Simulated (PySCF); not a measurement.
From computed data to an observable: oscillator strength and radiative lifetime

Ga(NHMe)(OH)2 (CH₆GaNO₂), SMILES C[NH][Ga]([OH])[OH].

The structure is a stationary point at B3LYP-D3(BJ)/def2-SVP. The values are those of a single conformer.

TDDFT-PBE0/def2-SVPD (PySCF 2.14.0) puts the first singlet state with f over 0.02 at 6.51 eV (vertical), with the transition dipole (0.128, -0.731, 0.000) in atomic units.

Task: Find the oscillator strength, the wavelength and the radiative lifetime that this transition would have in vacuum if emission retraced absorption.

Result: 
|μ|² = 0.5507 au, so |μ| = 1.89 D. ΔE = 6.51/27.211 = 0.2392 hartree. f = (2/3) ΔE |μ|² = 0.088 (the program prints 0.088).
λ = 1239.84/6.51 = 190 nm; ν = 52507 cm⁻¹.
Einstein's coefficient A = 0.6670 ν² f s⁻¹ (ν in cm⁻¹) = 1.6e8 s⁻¹, so τ = 1/A = 6.2 ns. This state is S4; the lower singlets have f = 0.009, 0.001, 0.001. The figure is the radiative limit of this one transition; relaxation, internal conversion, crossing to triplets and a medium change what is measured.
